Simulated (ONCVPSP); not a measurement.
## gold: one change to an ONCV potential, before and after

```
Element                 : Au (Z = 79)
Generator               : ONCVPSP 4.0.1
Type                    : optimised norm-conserving Vanderbilt (ONCV)
Functional              : PBE
Relativity              : fully relativistic
Frozen core             : [Kr] 4d10 4f14
Valence charge          : 19
Reference configuration : 5s2 5p6 5d10 6s0.75 (charge +0.25)
Partial waves           : 5s+6s: rc 1.55 bohr, ncon 4, nbas 9, qcut 8.5 1/bohr, 3 projectors, debl 4 Ha; 5p: rc 1.15 bohr, ncon 4, nbas 6, qcut 8.4 1/bohr, 1 projector; 5d: rc 1.40 bohr, ncon 5, nbas 9, qcut 7.9 1/bohr, 1 projector
Local potential         : polynomial inside 1.15 bohr (lpopt 5, dvloc0 0 Ha)
Core correction         : Teter function, fcfact 2, rcfact 1.65
```

Open shells are filled in proportion to 2j + 1.

All-electron outer shells of the reference configuration (PBE, scalar-relativistic, ld1.x):

```
shell  level (eV)  outermost node (bohr)  outermost maximum (bohr)
   5s     -110.37                   0.48                      0.84
   4f      -83.12                      –                      0.37
   5p      -61.80                   0.52                      0.96
   5d       -8.88                   0.56                      1.21
   6s       -7.54                   1.11                      2.29
```

Change: s: qcut 6.2; p: qcut 6.2; d: qcut 5.8.

Cutoffs: the cutoffs (Ha) at which the residual kinetic energy of the hardest occupied pseudo-wave falls to 1 and 0.1 mHa per electron; they do not see the model core or the augmentation charge, which bear on the density cutoff. Errors are all-electron minus pseudo energies relative to the spin-unpolarised reference configuration.

Problem. Predict the effect on cutoff, ghosts and configuration errors.

Solution. The potential gets harder (63 Ha and 78 Ha → 72 Ha and 84 Ha); of the 4 tests that both files solve, the error grows in 2 and shrinks in 1 by more than 15 % and 0.3 meV (median size 1.3 → 1.5 meV); neither file shows a bound ghost.

```csv
quantity,base,changed
"cutoff, loose",63 Ha,72 Ha
"cutoff, tight",78 Ha,84 Ha
loose cutoff by channel,"s 26 Ha, p 63 Ha, d 20 Ha","s 17 Ha, p 72 Ha, d 22 Ha"
bound ghosts,none,none
GHOST(+) flags under 300 eV,none,none
"error for 5s2 5p6 5d10 6s1, meV [ΔE -1.67 eV]",-0.2,-0.2
"error for 5s2 5p6 5d10 6s0, meV [ΔE 7.76 eV]",-1.4,-2.3
"error for 5s2 5p6 5d9 6s0, meV [ΔE 28.99 eV]",+1.3,+0.6
"error for 5s2 5p5 5d10 6s1, meV [ΔE 65.57 eV]",-8.6,-13
s: phases at 1.58 bohr within 0.05 rad from the reference energy up to (Ha; the scan ends near 5),to the end of the scan,to the end of the scan
p3/2: phases at 1.17 bohr within 0.05 rad from the reference energy up to (Ha; the scan ends near 5),3.4,2.8
p1/2: phases at 1.17 bohr within 0.05 rad from the reference energy up to (Ha; the scan ends near 5),3.2,2.7
d5/2: phases at 1.42 bohr within 0.05 rad from the reference energy up to (Ha; the scan ends near 5),4.2,4.3
d3/2: phases at 1.42 bohr within 0.05 rad from the reference energy up to (Ha; the scan ends near 5),4.2,4.4
"rms error of d²Exc/dni dnj with the model core, mHa",3.36,3.49
```
